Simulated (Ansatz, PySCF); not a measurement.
C2H5FSi2, SMILES [Si@H](C#C)(F)[SiH3]. Atoms are numbered in the order given.

```xyz
10

C      2.0712     1.8968     0.2660
C      1.3512     0.9815    -0.0901
Si     0.1927    -0.3479    -0.5809
F      0.8216    -1.7880    -0.1332
Si    -1.8493    -0.0371     0.5324
H      2.7131     2.7017     0.5763
H      0.0633    -0.3587    -2.0623
H     -2.8117    -1.1197     0.1749
H     -1.6198    -0.0426     2.0056
H     -2.4209     1.2805     0.1255
```

Geometry optimised at B3LYP-D3(BJ)/def2-SVP. The structure was generated by enumeration; whether it is a known compound was not checked.

Two levels are set side by side: PBE-D3(BJ)/def2-SVP (Ansatz, a quantum-chemistry and plane-wave program) and B3LYP-D3(BJ)/def2-SVP (Ansatz). Each level has its own optimised geometry; the coordinates shown are those of the second. Frequencies come from the Hessian of PySCF at each geometry. Differences are taken from unrounded values.

| quantity | B3LYP-D3(BJ) |
|---|---|
| mean bond length (Å) | 1.563 |
| bond C1–C2 (Å) | 1.218 |
| bond C2–Si3 (Å) | 1.830 |
| bond Si3–F4 (Å) | 1.634 |
| bond Si3–Si5 (Å) | 2.346 |
| bond C1–H6 (Å) | 1.075 |
| bond Si3–H7 (Å) | 1.487 |
| bond Si5–H8 (Å) | 1.492 |
| bond Si5–H9 (Å) | 1.491 |
| bond Si5–H10 (Å) | 1.493 |
| highest harmonic wavenumber (cm⁻¹) | 3454 |
| mean harmonic wavenumber (cm⁻¹) | 1022 |
| zero-point energy (kcal/mol) | 35.08 |

### Question
What does PBE-D3(BJ) give, and how far is it from B3LYP-D3(BJ)? (An estimate is asked for; the answer gives what the named calculation found.)

### Answer

```
quantity                            PBE-D3(BJ)  PBE-D3(BJ) minus B3LYP-D3(BJ)
----------------------------------  ----------  -----------------------------
mean bond length (Å)                     1.573                          0.010
bond C1–C2 (Å)                           1.229                          0.012
bond C2–Si3 (Å)                          1.833                          0.003
bond Si3–F4 (Å)                          1.645                          0.011
bond Si3–Si5 (Å)                         2.350                          0.004
bond C1–H6 (Å)                           1.083                          0.008
bond Si3–H7 (Å)                          1.501                          0.014
bond Si5–H8 (Å)                          1.505                          0.013
bond Si5–H9 (Å)                          1.504                          0.013
bond Si5–H10 (Å)                         1.506                          0.013
highest harmonic wavenumber (cm⁻¹)        3388                            -66
mean harmonic wavenumber (cm⁻¹)            988                            -34
zero-point energy (kcal/mol)             33.91                          -1.16
```

Exact exchange shortens and stiffens bonds; PBE has none. Differences between two approximate levels are no errors against the true value.
